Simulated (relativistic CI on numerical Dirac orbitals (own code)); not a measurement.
Computed by Dirac-Coulomb-Breit CI, KLI orbitals optimised for each configuration, QED by a radiative potential, unscaled Slater integrals (own radial code, finite nucleus).

The strongest absorption lines from the ground level of an ion, among the configurations computed and to levels below about 7900 eV (vacuum wavelength in nm, gf): 0.18821 (0.37), 0.19179 (0.96), 0.19312 (0.54), 0.20114 (0.042), 1.5920 (0.19).

Which ion is it?
A. Cs⁴⁹⁺
B. Pr⁵³⁺
C. Sb⁴⁵⁺
D. Ho⁶¹⁺

B. Pr⁵³⁺ has 6 electrons and the ground level 2s2.2p2 3P_0; the strongest line goes to 2s2.2p.3d 3D°_1. The pattern of lines fixes the number of electrons, and along that sequence the line energies rise steadily with the charge (about as its square where n changes within one kind of shell, about linearly where n is kept but much faster in heavy ions where fine structure, which grows about as Z⁴, sets the gap, and irregularly where shells cross), which fixes Z. Configurations outside the model, such as inner-shell arrays, can give stronger lines. At this charge energies of transitions that change n are usually good to better than 1 %, and those within a shell (Δn = 0) to a few per cent.

LS names give the leading component of a level, which can be under half, so a name can repeat, a term be missing and a line seem to break the LS rules.
